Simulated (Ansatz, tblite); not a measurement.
Clusters of 5 atoms, III-V: E(high spin) − E(low spin) (eV) at several levels, gas phase, relaxed structures; Ansatz, xTB through tblite. Each state is relaxed at the level in the geometry column; the other columns are single points. Clusters are the lowest isomers that short searches found in that spin, judged at the geometry's level. Core potentials for In, Sb in the def2 sets, no spin–orbit coupling. xTB has no spin-polarisation term. Singlets are spin-restricted. The structures are stationary points that may keep the symmetry of their start.

| species | state | geometry | GFN1-xTB | GFN2-xTB | PBE-D4/def2-TZVP | r2SCAN-D4/def2-TZVP | PBE0-D4/def2-TZVP |
| --- | --- | --- | --- | --- | --- | --- | --- |
| B3P2 | quartet − doublet | PBE-D4/def2-SVP | 1.69 | 1.64 | 1.66 | 1.59 | 1.62 |
| Ga3P2 | quartet − doublet | PBE0-D4/def2-SVP | 1.65 | 1.49 | 1.04 | 0.99 | 0.98 |
| Al3P2⁺ | quintet − singlet | PBE-D4/def2-SVP | 4.31 | 1.98 | 1.74 | 1.28 | 1.64 |
| Ga3Sb2⁺ | quintet − singlet | r2SCAN-D4/def2-SVP | 3.22 | 3.44 | 1.51 | 1.10 | 1.25 |
| Ga2P3 | quartet − doublet | PBE-D4/def2-SVP | 2.86 | 2.83 | 1.91 | 1.86 | 1.87 |
| Ga2As3 | quartet − doublet | r2SCAN-D4/def2-SVP | 2.42 | 1.92 | 1.51 | 1.52 | 1.45 |
| In2As3 | quartet − doublet | r2SCAN-D4/def2-SVP | 1.54 | 1.79 | 1.57 | 1.46 | 1.52 |
